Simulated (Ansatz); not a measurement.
`[GeH3][Te][GeH3]` + `N[SiH3]` → `[SiH3][NH][GeH3]` + `[GeH3][TeH]` at 500 K and 1 bar (ligand exchange at a Ge–Te bond).

Computed with Ansatz on PBE0-D4/def2-TZVP structures; ΔE is electronic, products minus reactants. CCSD(T)/CBS adds triple-zeta CCSD(T) − MP2 to the extrapolated MP2 energy (def2 sets, frozen cores). This one scheme is used for every species. def2 core potentials past Kr. For Ge, Te outer-core shells are correlated without core-valence functions, which leaves a few kJ/mol of doubt a bond. Scalar relativity is left out up to krypton.

```tsv
species	CCSD(T)/CBS energy (Eh)	H − E (kJ/mol)	S (J/(mol·K))
`[GeH3][Te][GeH3]`	-4423.58669	171.3	448.7
`N[SiH3]`	-346.80422	161.3	303.9
`[SiH3][NH][GeH3]`	-2424.11992	212.4	403.9
`[GeH3][TeH]`	-2346.24724	110.0	352.4
```

H − E and S are ideal-gas, rigid-rotor, harmonic terms from PBE0-D4/def2-TZVP, for one conformer and one mirror image of each species. 1 Eh = 2625.50 kJ/mol, R = 8.31446 J/(mol·K).

Problem. By hand: ΔE, ΔH, ΔS and ΔG.

Solution. ΔE = (-2424.11992) + (-2346.24724) − (-4423.58669) − (-346.80422) = 0.02375 Eh = 62.4 kJ/mol. Δ(H − E) = 212.4 + 110.0 − 171.3 − 161.3 = -10.2, so ΔH = 52.2 kJ/mol. ΔS = 403.9 + 352.4 − 448.7 − 303.9 = 3.7 J/(mol·K). ΔG = 52.2 − 500 × (3.7)/1000 = 50.4 kJ/mol.

Problem. By hand: the equilibrium constant, and the temperature at which ΔG would vanish if ΔH and ΔS stayed fixed.

Solution. log₁₀ K = −ΔG/(RT ln 10) = -5.3. ΔG = 0 at ΔH/ΔS = 14108 K, far beyond where these terms or the molecules hold.

The number of gas molecules stays the same, so ΔS is small and ΔH decides. A doubt of 5 kJ/mol in ΔE shifts log₁₀ K by 0.5 here. Other conformers and mirror images would add mixing entropy, several J/(mol·K) or more a flexible species. Modes under 60 cm⁻¹, often nearly free rotors, make the harmonic entropy too high. These are equilibria of isolated gas molecules and say nothing of rates. Largest T1 diagnostic: 0.011 (customary marks: 0.02 for closed shells, 0.045 for open ones).
